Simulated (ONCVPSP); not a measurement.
**Before and after: ONCV potential for Se**

selenium (Se), optimised norm-conserving Vanderbilt (ONCV), made with ONCVPSP 4.0.1 (PBE, scalar-relativistic). Core [Ne] 3s2, reference 3p6 3d10 4s2 4p2.5 (charge +1.5). Waves: 4s: rc 1.40 bohr, ncon 5, nbas 10, qcut 4.1 1/bohr, 1 projector; 3p+4p: rc 0.90 bohr, ncon 4, nbas 8, qcut 16.4 1/bohr, 2 projectors; 3d: rc 0.90 bohr, ncon 3, nbas 8, qcut 14.8 1/bohr, local; f scattering state at 0.1 Ha: rc 1.30 bohr, ncon 3, nbas 7, qcut 8.5 1/bohr, 2 projectors, debl 2 Ha. Local part: the d channel. Core correction: Teter function, fcfact 4.75, rcfact 1.6.

All-electron outer shells of the reference configuration (PBE, scalar-relativistic, ld1.x):

```tsv
shell	level (eV)	outermost node (bohr)	outermost maximum (bohr)
2p	-1430.16	–	0.13
3s	-229.94	0.24	0.50
3p	-169.41	0.21	0.50
3d	-69.52	–	0.45
4s	-32.12	0.70	1.49
4p	-20.31	0.74	1.73
```

Change: fully relativistic.

Cutoffs: the cutoffs (Ha) at which the residual kinetic energy of the hardest occupied pseudo-wave falls to 1 and 0.1 mHa per electron; they do not see the model core or the augmentation charge, which bear on the density cutoff. Errors are all-electron minus pseudo energies relative to the spin-unpolarised reference configuration.

Task: Predict the effect on cutoff, ghosts and configuration errors.

Result: The potential gets neither clearly harder nor softer (100 Ha and 172 Ha → 100 Ha and 173 Ha); both files keep a bound ghost (s); the miss of the reference levels goes from 0.00 to 0.54 eV; of the 4 tests that both files solve, the error grows in 2 and shrinks in 2 by more than 15 % and 0.3 meV (median size 1.7 → 0.9 meV). In the changed file the local d channel has no projectors, so it cannot carry the spin–orbit splitting, and the file is wrong for that shell.

```csv
quantity,base,changed
"cutoff, loose",100 Ha,100 Ha
"cutoff, tight",172 Ha,173 Ha
loose cutoff by channel,"s 20 Ha, p 75 Ha, d 100 Ha","s 20 Ha, p 77 Ha, d 100 Ha"
bound ghosts,s,s
GHOST(+) flags under 300 eV,f at 249.5 eV,"f7/2 at 249.1 eV, f5/2 at 249.9 eV"
"largest miss of a reference level, eV",0.00,0.54
"error for 3p6 3d10 4s2 4p4, meV [ΔE -19.76 → -19.77 eV]",+2.4,-0.7
"error for 3p6 3d10 4s2 4p3, meV [ΔE -8.92 eV]",+0.9,-0.5
"error for 3p6 3d10 4s2 4p2, meV [ΔE 11.43 eV]",-0.7,+1.1
"error for 3p6 3d9 4s2 4p4, meV [ΔE 44.33 → 44.31 eV]",+58,+72
s: phases at 1.42 bohr within 0.05 rad from the reference energy up to (Ha; the scan ends near 5),0.8,0.8
"rms error of d²Exc/dni dnj with the model core, mHa",1.54,6.99
```

 A true bound ghost makes a file unfit for plane-wave use even where its test errors are small: the radial tests pick states by their node count and pass the ghost by.
